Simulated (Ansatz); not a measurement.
Ansatz (an electronic-structure program) input file for thiourea (CH₄N₂S), SMILES NC(=S)N, PBE0-D3(BJ)/def2-SVP. 

Ansatz 0.2 input:
```yaml
crystal:
  periodic: [false, false, false]
  atoms:
    - {symbol: N, position_ang: [-0.05775979, -1.15620071, -1.05355742]}
    - {symbol: C, position_ang: [-0.00000000, 0.00000000, -0.31608870]}
    - {symbol: N, position_ang: [0.05775979, 1.15620071, -1.05355742]}
    - {symbol: S, position_ang: [0.00000000, -0.00000000, 1.35569271]}
    - {symbol: H, position_ang: [0.30540500, -1.17063667, -2.00952183]}
    - {symbol: H, position_ang: [0.05460817, -2.01352802, -0.51285179]}
    - {symbol: H, position_ang: [-0.30540498, 1.17063668, -2.00952183]}
    - {symbol: H, position_ang: [-0.05460817, 2.01352802, -0.51285179]}
basis:
  gaussian:
    orbitals: def2-SVP
hamiltonian:
  xc: pbe0
  dispersion: d3bj
relax: {f_tol: 0.002, max_steps: 200}
```

It prints:

```
WARN ansatz: RAYON_NUM_THREADS=1 ignored (pool sized by the plan → 1); use --threads N
Functional definition: PBE0
integrals: 0.03 GiB planned
883 factors; integrals over basis functions are off by at most 3.7e-4 eV
mean field: 0.27 GiB planned
mean field evaluation 1: about -14898.1891 eV, gradient 5.0e1 eV
mean field evaluation 2: about -14895.3861 eV, gradient 6.1e1 eV
mean field evaluation 4: about -14903.0989 eV, gradient 2.6e0 eV
mean field evaluation 8: about -14903.1462 eV, gradient 2.7e-2 eV
mean field -14903.14616190 eV, -547.6805197346 hartree, gradient 4.0e-5 eV, S^2 0.000000; 0 other end points of the search recorded, 0 dependent functions left out
the calculation of the forces begins
reference -14903.14618220 eV, -547.6805204804 hartree; 20, 20 occupied and 60, 60 virtual orbitals, 883 factors
relax step   1: F+E_penalty+E_count = -14903.28395797 eV  Δ(F+E_penalty+E_count) = +0.000e0 eV  max|allowed force component| = 5.078e-1 eV/Å  Δτ_max = 0.0000 Å  (27 SCF iters, accepted)
these checks for a lower state are left out or cut short: starts, cluster_reference, orbital_swaps, neighbouring_geometries, increment
integrals: 0.03 GiB planned
883 factors; integrals over basis functions are off by at most 3.5e-4 eV
mean field: 0.27 GiB planned
mean field evaluation 16: about -14903.1292 eV, gradient 1.1e0 eV
mean field -14903.16330929 eV, -547.6811498893 hartree, gradient 1.8e-5 eV, S^2 0.000000; 0 other end points of the search recorded, 0 dependent functions left out
the calculation of the forces begins
reference -14903.16332946 eV, -547.6811506309 hartree; 20, 20 occupied and 60, 60 virtual orbitals, 883 factors
relax step   2: F+E_penalty+E_count = -14903.30158147 eV  Δ(F+E_penalty+E_count) = -1.762e-2 eV  max|allowed force component| = 1.839e-1 eV/Å  Δτ_max = 0.0140 Å  (31 SCF iters, accepted)
these checks for a lower state are left out or cut short: starts, cluster_reference, orbital_swaps, neighbouring_geometries, increment
integrals: 0.03 GiB planned
883 factors; integrals over basis functions are off by at most 3.5e-4 eV
mean field: 0.27 GiB planned
mean field -14903.16524411 eV, -547.6812209929 hartree, gradient 2.1e-5 eV, S^2 0.000000; 0 other end points of the search recorded, 0 dependent functions left out
the calculation of the forces begins
reference -14903.16526425 eV, -547.6812217330 hartree; 20, 20 occupied and 60, 60 virtual orbitals, 883 factors
relax step   3: F+E_penalty+E_count = -14903.30367845 eV  Δ(F+E_penalty+E_count) = -2.097e-3 eV  max|allowed force component| = 3.967e-2 eV/Å  Δτ_max = 0.0072 Å  (26 SCF iters, accepted)
these checks for a lower state are left out or cut short: starts, cluster_reference, orbital_swaps, neighbouring_geometries, increment
integrals: 0.03 GiB planned
883 factors; integrals over basis functions are off by at most 3.6e-4 eV
mean field: 0.27 GiB planned
mean field evaluation 32: about -14903.1350 eV, gradient 1.7e-2 eV
mean field -14903.16653948 eV, -547.6812685968 hartree, gradient 1.9e-5 eV, S^2 0.000000; 0 other end points of the search recorded, 0 dependent functions left out
the calculation of the forces begins
reference -14903.16655958 eV, -547.6812693355 hartree; 20, 20 occupied and 60, 60 virtual orbitals, 883 factors
relax step   4: F+E_penalty+E_count = -14903.30482104 eV  Δ(F+E_penalty+E_count) = -1.143e-3 eV  max|allowed force component| = 7.765e-2 eV/Å  Δτ_max = 0.0314 Å  (30 SCF iters, accepted)
these checks for a lower state are left out or cut short: starts, cluster_reference, orbital_swaps, neighbouring_geometries, increment
integrals: 0.03 GiB planned
883 factors; integrals over basis functions are off by at most 3.6e-4 eV
mean field: 0.27 GiB planned
mean field -14903.16671086 eV, -547.6812748948 hartree, gradient 1.5e-5 eV, S^2 0.000000; 0 other end points of the search recorded, 0 dependent functions left out
the calculation of the forces begins
reference -14903.16673096 eV, -547.6812756336 hartree; 20, 20 occupied and 60, 60 virtual orbitals, 883 factors
relax step   5: F+E_penalty+E_count = -14903.30498324 eV  Δ(F+E_penalty+E_count) = -1.622e-4 eV  max|allowed force component| = 5.896e-2 eV/Å  Δτ_max = 0.0075 Å  (25 SCF iters, accepted)
these checks for a lower state are left out or cut short: starts, cluster_reference, orbital_swaps, neighbouring_geometries, increment
integrals: 0.03 GiB planned
883 factors; integrals over basis functions are off by at most 3.6e-4 eV
mean field: 0.27 GiB planned
mean field -14903.16673775 eV, -547.6812758831 hartree, gradient 1.1e-5 eV, S^2 0.000000; 0 other end points of the search recorded, 0 dependent functions left out
the calculation of the forces begins
reference -14903.16675786 eV, -547.6812766220 hartree; 20, 20 occupied and 60, 60 virtual orbitals, 883 factors
relax step   6: F+E_penalty+E_count = -14903.30500457 eV  Δ(F+E_penalty+E_count) = -2.133e-5 eV  max|allowed force component| = 1.224e-2 eV/Å  Δτ_max = 0.0051 Å  (25 SCF iters, accepted)
these checks for a lower state are left out or cut short: starts, cluster_reference, orbital_swaps, neighbouring_geometries, increment
integrals: 0.03 GiB planned
883 factors; integrals over basis functions are off by at most 3.6e-4 eV
mean field: 0.27 GiB planned
mean field -14903.16676751 eV, -547.6812769766 hartree, gradient 2.5e-5 eV, S^2 0.000000; 0 other end points of the search recorded, 0 dependent functions left out
the calculation of the forces begins
reference -14903.16678762 eV, -547.6812777156 hartree; 20, 20 occupied and 60, 60 virtual orbitals, 883 factors
relax step   7: F+E_penalty+E_count = -14903.30503972 eV  Δ(F+E_penalty+E_count) = -3.515e-5 eV  max|allowed force component| = 5.852e-3 eV/Å  Δτ_max = 0.0036 Å  (23 SCF iters, accepted)
these checks for a lower state are left out or cut short: starts, cluster_reference, orbital_swaps, neighbouring_geometries, increment
integrals: 0.03 GiB planned
883 factors; integrals over basis functions are off by at most 3.6e-4 eV
mean field: 0.27 GiB planned
mean field evaluation 64: about -14903.1668 eV, gradient 1.2e-5 eV
mean field -14903.16676980 eV, -547.6812770609 hartree, gradient 1.2e-5 eV, S^2 0.000000; 0 other end points of the search recorded, 0 dependent functions left out
the calculation of the forces begins
reference -14903.16678991 eV, -547.6812777999 hartree; 20, 20 occupied and 60, 60 virtual orbitals, 883 factors
relax step   8: F+E_penalty+E_count = -14903.30504093 eV  Δ(F+E_penalty+E_count) = -1.213e-6 eV  max|allowed force component| = 8.168e-4 eV/Å  Δτ_max = 0.0002 Å  (21 SCF iters, accepted)
integrals: 0.03 GiB planned
883 factors; integrals over basis functions are off by at most 3.6e-4 eV
mean field: 0.27 GiB planned
mean field -14903.16676980 eV, -547.6812770609 hartree, gradient 1.2e-5 eV, S^2 0.000000; 1 other end points of the search recorded, 0 dependent functions left out
the calculation of the forces begins
reference -14903.16678991 eV, -547.6812777999 hartree; 20, 20 occupied and 60, 60 virtual orbitals, 883 factors
Total energy: -14903.30506104 eV, -547.6863591701 hartree
Atom 0 at    -0.034348    -1.146382    -1.042708 Å, force    -0.000146     0.000817    -0.000110 eV/Å
Atom 1 at    -0.000000     0.000000    -0.316630 Å, force     0.000000     0.000000     0.000024 eV/Å
Atom 2 at     0.034348     1.146382    -1.042708 Å, force     0.000146    -0.000817    -0.000110 eV/Å
Atom 3 at     0.000000    -0.000000     1.345412 Å, force    -0.000000    -0.000000     0.000121 eV/Å
Atom 4 at     0.257951    -1.157714    -2.011914 Å, force     0.000028    -0.000080    -0.000256 eV/Å
Atom 5 at     0.066564    -2.002935    -0.515898 Å, force     0.000103    -0.000339     0.000293 eV/Å
Atom 6 at    -0.257951     1.157714    -2.011914 Å, force    -0.000028     0.000080    -0.000256 eV/Å
Atom 7 at    -0.066564     2.002935    -0.515898 Å, force    -0.000103     0.000339     0.000293 eV/Å
Dipole moment:     0.000000    -0.000000    -1.059671 e Å
```

Self-consistency was reached.
